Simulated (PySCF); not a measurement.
## Computed properties of C2H6ClFSi2, SMILES C=C(F)[Si@H]([SiH3])Cl

C2H6ClFSi2, SMILES C=C(F)[Si@H]([SiH3])Cl. Geometry: PBE0-D3(BJ)/def2-SVP. The structure was generated by enumeration; whether it is a known compound was not checked. The values are those of a single conformer. All values are computed for the isolated molecule unless a solvent is named; none is compared with measurement here.

**Structure.** All 30 harmonic modes at PBE0-D3(BJ)/def2-SVP (PySCF) are real, so it is a minimum. With heavy atoms numbered as in [CH2:1]=[C:2]([F:3])[Si@H:4]([SiH3:5])[Cl:6], the shortest bond between them is C1–C2 at 1.330 Å and the longest Si4–Si5 at 2.341 Å.

**Vibrations.** The strongest infrared lines (harmonic, unscaled, degenerate partners summed) lie at 758 cm⁻¹ (139 km/mol, H 79 %, C 13 %), 2247 cm⁻¹ (135 km/mol, H 96 %), 765 cm⁻¹ (115 km/mol, H 89 %). The softest mode is at 45 cm⁻¹ and the zero-point energy is 44.2 kcal/mol.

**Electronic structure.** r2SCAN/def2-TZVP (PySCF) places the frontier levels at -6.83 and -1.48 eV, a gap of 5.35 eV, and gives a dipole moment of 0.24 D and a mean polarisability of 92.7 bohr³. PBE/def2-TZVP (PySCF) at the same geometry gives -6.60 and -1.64 eV, so its gap is 0.39 eV narrower. An orbital gap is neither the optical nor the fundamental gap.

**Excitations.** TDA-B3LYP/def2-SVPD (PySCF) has S1 at 5.84 eV (212 nm, f = 0.004, weak); the most intense of the 10 singlets computed lies at 6.30 eV (f = 0.19). T1 (TDA) is at 4.18 eV, 1.66 eV under S1. TDA-PBE/def2-SVPD (PySCF) puts S1 at 5.20 eV. No vertical singlet excitation falls in the visible range (under 3.1 eV).

**NMR.** GIAO shifts at B3LYP/pcSseg-1 (PySCF) (non-relativistic, atoms alike by connectivity averaged): ¹³C from 117.8 to 180.3 ppm against TMS; ¹H from 3.8 to 5.9 ppm against TMS; ²⁹Si from -99.7 to -11.2 ppm against TMS; ¹⁹F at -115.1 ppm against CFCl3. Without spin–orbit terms, shifts of atoms bonded to Cl or Br come out too high.

**Solvation.** SMD-PBE0/6-31G* (PySCF) gives 2.9 kcal/mol in water, -1.8 kcal/mol in n-hexane, -2.2 kcal/mol in acetone (1 M in both phases, gas-phase geometry).
